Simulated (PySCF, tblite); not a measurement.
Species: C4H11ClSi3.
Cartesian coordinates in Å at the GFN2-xTB level; atoms count from 1:
```
atom  x, y, z in Å
C1     0.1591   -2.2679   -1.9773
Si2   -0.3149   -1.4730   -0.3120
C3     1.1437   -0.4464    0.2021
C4     2.0675    0.2620    0.5161
C5     3.1388    1.1407    0.9058
Cl6    2.4703    2.7124    1.5021
Si7   -2.1686   -0.0702   -0.4506
Si8   -2.1657    1.7871    0.9263
H9    -0.6276   -2.9309   -2.3265
H10    0.3121   -1.5100   -2.7406
H11    1.0742   -2.8488   -1.9028
H12   -0.3967   -2.5481    0.6948
H13    3.7219    0.7166    1.7245
H14    3.7846    1.3772    0.0590
H15   -2.3387    0.3326   -1.8594
H16   -3.3715   -0.8870   -0.2011
H17   -0.8277    2.3622    1.0511
H18   -3.0498    2.8585    0.4582
H19   -2.6206    1.4423    2.2760
```

Computed with PBE0/pcSseg-1 in PySCF (dipole) on a GFN2-xTB geometry, gas phase.

Masses are those of the commonest isotopes; rigid-rotor values at the optimised geometry. The values belong to one conformer with, in the numbering `[CH3:1][Si@@H:2]([C:3]#[C:4][CH2:5][Cl:6])[SiH2:7][SiH3:8]`, C1–Si2–Si7–Si8 -146°.

**Question.** What are A, B and C (MHz)?

**Answer.** Ia = 501.05, Ib = 932.52, Ic = 1375.49 u·Å²; 505379 MHz·u·Å²/I gives A = 1009, B = 541.9, C = 367.4 MHz.

**Question.** What kind of rotor is it?

**Answer.** An asymmetric top. Ray's parameter κ = (2B − A − C)/(A − C) = -0.456; −1 is the prolate and +1 the oblate limit.

**Question.** Is it planar, by Δ = Ic − Ia − Ib?

**Answer.** Not planar: Δ = Ic − Ia − Ib = -58.09 u·Å². For a rigid frame Δ = −2 Σ m c², so Σ m c² = 29.04 u·Å² lies off the ab plane: 14.15 from hydrogen and 14.89 from heavier atoms. The atom farthest from that plane is 1.85 Å away.

**Question.** Give the other two planar moments, Paa and Pbb, and the rms extents of the mass along the axes.

**Answer.** Paa = Σ m a² = (Ib + Ic − Ia)/2 = 903.48 and Pbb = Σ m b² = (Ia + Ic − Ib)/2 = 472.01 u·Å². With the mass M = 177.99 u, the rms extents √(P/M) along a, b and c are 2.25, 1.63, 0.40 Å.

**Question.** Which lines would a microwave search look for?

**Answer.** The dipole components are |μa| = 0.46 D, |μb| = 2.05 D, |μc| = 0.25 D. The squared components, which scale the intensities, stand as 0.05 : 1.00 : 0.02 (a : b : c). Some lines, for components of 0.1 D or more:

| type | branch | J(Ka,Kc) | MHz | lower level (cm⁻¹) |
| --- | --- | --- | --- | --- |
| a | Q | 2(1,1) ← 2(1,2) | 524 | 0.101 |
| b | R | 3(1,2) ← 2(2,1) | 1561 | 0.165 |
| a | Q | 4(1,3) ← 4(1,4) | 1704 | 0.290 |
| b | Q | 3(2,2) ← 3(1,3) | 2208 | 0.182 |
| b | R | 3(0,3) ← 2(1,2) | 2246 | 0.101 |
| b | R | 4(0,4) ← 3(1,3) | 3122 | 0.182 |
| c | Q | 4(4,1) ← 4(3,1) | 3780 | 0.474 |
| b | Q | 4(4,0) ← 4(3,1) | 3780 | 0.474 |
| b | Q | 4(4,1) ← 4(3,2) | 3821 | 0.473 |
| b | R | 5(1,4) ← 4(2,3) | 3857 | 0.376 |
| a | R | 5(2,4) ← 4(2,3) | 4457 | 0.376 |
| c | R | 5(4,1) ← 4(3,1) | 8423 | 0.474 |
| b | R | 5(5,1) ← 4(4,0) | 9539 | 0.600 |
| b | R | 5(5,0) ← 4(4,1) | 9539 | 0.600 |

**Question.** Estimate the classical rotational partition function at 25 K, 100 K and 200 K.

**Answer.** Point group C1, symmetry number σ = 1; q = (√π/σ)·√((kT/h)³/(ABC)), k/h = 20836.6 MHz/K: 47000 at 25 K, 376000 at 100 K, 1060000 at 200 K.

Its lowest GFN2-xTB frequency is 12i cm⁻¹, too small to tell a flat minimum from a shallow saddle. Constants of a rigid frame at the computed geometry: no zero-point averaging, no centrifugal distortion. A rigid rotor knows nothing of internal rotation, which can split or shift real lines. Quadrupole hyperfine structure (35Cl) is left out.
